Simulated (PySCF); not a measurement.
**Cost of excited-state runs on `Brc1cc(-c2ccncc2)c2ccccn12`, C13H9BrN2**

Geometry (Å), atoms numbered from 1 in this order:
```xyz
25

Br   -2.454   -3.489    1.430
C    -1.418   -2.016    0.887
C    -0.049   -1.905    0.814
C     0.251   -0.620    0.328
C     1.586   -0.104    0.075
C     1.863    0.740   -1.003
C     3.159    1.187   -1.184
N     4.167    0.860   -0.392
C     3.911    0.050    0.622
C     2.656   -0.460    0.898
C    -0.972    0.034    0.133
C    -1.331    1.337   -0.252
C    -2.648    1.687   -0.322
C    -3.649    0.741   -0.002
C    -3.303   -0.507    0.405
N    -1.991   -0.853    0.483
H     0.651   -2.680    1.058
H     1.087    1.015   -1.701
H     3.410    1.839   -2.011
H     4.761   -0.200    1.244
H     2.500   -1.109    1.746
H    -0.549    2.045   -0.471
H    -2.937    2.683   -0.615
H    -4.689    1.012   -0.067
H    -4.022   -1.262    0.682
```

PySCF with density fitting, on 2 threads of an Arm Neoverse V1, shared host. Command: `OMP_NUM_THREADS=2 python excited_run.py task.json out`

How long does this run take, and how much memory?
- first hyperpolarisability, B3LYP/def2-SVPD; wavelengths [1907, 1064] nm


| run | level | basis functions | wall time | peak memory (GiB) |
| --- | --- | --- | --- | --- |
| first hyperpolarisability | B3LYP/def2-SVPD | 413 | 4.4 min | 2.5 |

Times from a shared host are rough.
